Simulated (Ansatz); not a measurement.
A CCSD(T) single point on CH4OSeSi, SMILES `[SeH]C1O[SiH2]1`.

```yaml
crystal:
  periodic: [false, false, false]
  atoms:
    - {symbol: Se, position_ang: [-1.679754, 1.403927, 0.190792]}
    - {symbol: C, position_ang: [0.030188, 0.601809, 0.563925]}
    - {symbol: O, position_ang: [1.070613, 0.746961, -0.457718]}
    - {symbol: Si, position_ang: [0.718979, -0.864310, -0.231075]}
    - {symbol: H, position_ang: [-2.146122, 0.367942, -0.740926]}
    - {symbol: H, position_ang: [0.363204, 0.940856, 1.542684]}
    - {symbol: H, position_ang: [1.771526, -1.705270, 0.378043]}
    - {symbol: H, position_ang: [-0.036534, -1.549115, -1.301425]}
basis:
  gaussian: {orbitals: def2-TZVPP}
correlation: {method: ccsd_t}
```

```sh
$ ansatz run in.yaml --threads 4 --pin off --events-out ev --progress --plain --max-ram 10444MiB
```

Output of Ansatz, abridged:

```
Functional definition: HF
  name "HF"
  cite "Fock, Z. Phys. 61, 126 (1930) doi:10.1007/BF01340294"
  parent pbe
  exchange = exact_x
  correlation = 0
1270 factors; integrals over basis functions are off by at most 8.6e-4 eV
mean field evaluation 1: about -76293.0171 eV, gradient 3.7e1 eV
mean field evaluation 2: about -76293.3468 eV, gradient 3.8e1 eV
mean field evaluation 4: about -76296.7417 eV, gradient 3.9e0 eV
mean field evaluation 8: about -76296.8202 eV, gradient 3.6e-1 eV
mean field -76296.82093987 eV, -2803.8564536977 hartree, gradient 7.4e-6 eV, S^2 0.000000; 0 other end points of the search recorded, 0 dependent functions left out
16 core orbitals not correlated: weight in the atoms' cores, before any rotation towards them, 1.000 or more for the frozen orbitals, at most 0.000 for the correlated occupied ones
reference -76296.82093987 eV, -2803.8564536977 hartree; 17, 17 occupied and 175, 175 virtual orbitals, 1270 factors
second order -21.71492186 eV of doubles, -0.00000000 eV of singles
cycle   1  -21.64721459 eV  change    6.8e-2 eV  update   1.2e-1
cycle   2  -22.26945119 eV  change   -6.2e-1 eV  update   3.6e-2
cycle   3  -22.41032673 eV  change   -1.4e-1 eV  update   2.0e-2
cycle   4  -22.39264740 eV  change    1.8e-2 eV  update   5.4e-3
cycle   5  -22.39154354 eV  change    1.1e-3 eV  update   2.9e-3
cycle   6  -22.39293835 eV  change   -1.4e-3 eV  update   9.6e-4
cycle   7  -22.39235056 eV  change    5.9e-4 eV  update   4.2e-4
cycle   8  -22.39228433 eV  change    6.6e-5 eV  update   1.2e-4
cycle   9  -22.39235145 eV  change   -6.7e-5 eV  update   5.6e-5
cycle  10  -22.39233681 eV  change    1.5e-5 eV  update   2.2e-5
perturbative correction -0.94387729 eV, -0.0346868506 hartree
Total energy: -76320.15715397 eV, -2804.7140437480 hartree
```

It took 76 s on 4 threads of an Arm Neoverse V2 on a shared host, with 2.8 GiB of host memory at the peak.

Correlation energy per correlated electron: -0.686 eV. T1 diagnostic: 0.0130.
